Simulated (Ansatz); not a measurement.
`[SiH3][O][Sn][O][SiH3]` and `[F][Sn][O][SiH3]` differ in one atom or group.

Ansatz, PBE0-D4/def2-TZVP geometries, multiplicity 1. Each molecule was computed in one conformer, which needn't be the lowest.

Elements past krypton have def2 core potentials.

```json
{"property": "LUMO energy (ωB97M-V/def2-TZVPP) / eV", "`[SiH3][O][Sn][O][SiH3]`": "-0.74"}
{"property": "HOMO energy (PBE0/def2-TZVPP) / eV", "`[SiH3][O][Sn][O][SiH3]`": "-8.21"}
{"property": "size of the dipole moment (B3LYP/def2-TZVPP) / D", "`[SiH3][O][Sn][O][SiH3]`": "2.46"}
{"property": "HOMO–LUMO gap (B3LYP/def2-TZVPP) / eV", "`[SiH3][O][Sn][O][SiH3]`": "5.31"}
{"property": "LUMO energy (PBE0/def2-TZVPP) / eV", "`[SiH3][O][Sn][O][SiH3]`": "-2.45"}
{"property": "HOMO energy (B3LYP/def2-TZVPP) / eV", "`[SiH3][O][Sn][O][SiH3]`": "-8.00"}
```

Q: What does the change do to each property? (Best estimate.)

A: Ansatz gave: 
```tsv
property	`[F][Sn][O][SiH3]`	shift
LUMO energy (ωB97M-V/def2-TZVPP) / eV	-0.85	-0.11
HOMO energy (PBE0/def2-TZVPP) / eV	-8.40	-0.19
size of the dipole moment (B3LYP/def2-TZVPP) / D	3.08	0.62
HOMO–LUMO gap (B3LYP/def2-TZVPP) / eV	5.36	0.05
LUMO energy (PBE0/def2-TZVPP) / eV	-2.60	-0.15
HOMO energy (B3LYP/def2-TZVPP) / eV	-8.22	-0.22
```

Dipoles are sizes alone; their direction can turn.

B3LYP here is the variant with VWN-RPA as its local correlation; programs differ in this.
